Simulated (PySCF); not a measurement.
Worked example: refractive index and permittivity of the vapour

Te(GeH3)(OSiH3) (GeH₆OSiTe), SMILES O([Te][GeH3])[SiH3].

The structure is a stationary point at B3LYP-D3(BJ)/def2-SVP. The structure was generated by enumeration, and PubChem lists no compound with its InChIKey, so it may never have been made. The def2 effective core potentials stand for the cores of Te; spin–orbit coupling is left out. Other conformers were not sampled.

PBE/def2-TZVP (PySCF) gives a mean static polarisability of 104.4 bohr³ and a dipole moment of 1.52 D. Take an ideal gas at 298.15 K and 0.1 bar, whether or not the substance is that volatile.

### Question
Work out n − 1 in the optical limit and the static ε − 1.

### Answer

Polarisability volume α' = 104.4 × 0.148185 = 15.47 Å³. Number density N = p/kT = 2.43e-6 Å⁻³.
Dilute limit of Lorentz–Lorenz: n − 1 = 2π N α' = 0.00024.
Orientation term of Debye: μ²/(3kT) = 8.098 Å³ × μ²(D²) = 18.71 Å³.
ε − 1 = 4π N (α' + μ²/3kT) = 0.0010. Orientation of the dipole supplies 55 % of the static response; it can't follow optical fields. Vibrational polarisation and dispersion are left out.
